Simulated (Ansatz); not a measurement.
`CCCCCCCCCCCC[SeH]`. Total charge 0; singlet. Geometry PBE-D4/def2-SVP.

```xyz
39

C    -2.279    2.599   -5.894
C    -1.764    2.996   -4.509
C    -1.598    1.810   -3.553
C    -1.087    2.200   -2.164
C    -0.926    1.018   -1.204
C    -0.423    1.424    0.185
C    -0.313    0.279    1.201
C     0.738   -0.784    0.858
C     0.880   -1.904    1.898
C     1.456   -1.452    3.246
C     1.563   -2.560    4.307
C     2.566   -3.657    3.954
Se    2.713   -5.093    5.306
H    -1.589    1.885   -6.392
H    -3.270    2.104   -5.829
H    -2.388    3.478   -6.561
H    -0.788    3.522   -4.609
H    -2.455    3.738   -4.051
H    -0.904    1.066   -4.007
H    -2.574    1.281   -3.452
H    -0.110    2.726   -2.266
H    -1.779    2.948   -1.714
H    -1.903    0.493   -1.099
H    -0.235    0.274   -1.659
H     0.570    1.919    0.084
H    -1.102    2.204    0.595
H    -1.307   -0.215    1.308
H    -0.087    0.715    2.198
H     1.726   -0.287    0.717
H     0.491   -1.242   -0.124
H     1.524   -2.703    1.471
H    -0.114   -2.378    2.067
H     0.826   -0.638    3.665
H     2.460   -0.999    3.081
H     1.856   -2.106    5.278
H     0.565   -3.020    4.477
H     3.580   -3.243    3.777
H     2.274   -4.204    3.035
H     3.207   -4.193    6.381
```

Single mean-field runs in def2-TZVP are fitted with def2-universal-jkfit.

Q: Estimate the orbital energies around the gap (eV) in Ansatz with PBE-D4/def2-SVP, r2SCAN-D4/def2-TZVP, B97M-V/def2-TZVP, PBE0-D4/def2-SVP, r2SCAN0-D4/def2-TZVP.

A: 
```csv
orbital,PBE-D4/def2-SVP,r2SCAN-D4/def2-TZVP,B97M-V/def2-TZVP,PBE0-D4/def2-SVP,r2SCAN0-D4/def2-TZVP
HOMO−5,-7.51,-7.88,-8.03,-8.91,-9.14
HOMO−4,-7.45,-7.82,-7.96,-8.86,-9.09
HOMO−3,-7.37,-7.70,-7.81,-8.70,-8.87
HOMO−2,-7.28,-7.58,-7.73,-8.57,-8.76
HOMO−1,-7.08,-7.41,-7.56,-8.46,-8.65
HOMO,-5.07,-5.53,-5.63,-6.30,-6.60
LUMO,-0.53,-0.54,-0.65,0.38,0.24
LUMO+1,0.41,0.45,0.23,1.37,1.20
LUMO+2,0.95,1.02,0.49,1.81,1.57
LUMO+3,1.13,1.26,0.72,2.01,1.84
LUMO+4,1.17,1.29,0.77,2.06,1.87
LUMO+5,1.32,1.45,0.91,2.21,2.03
```
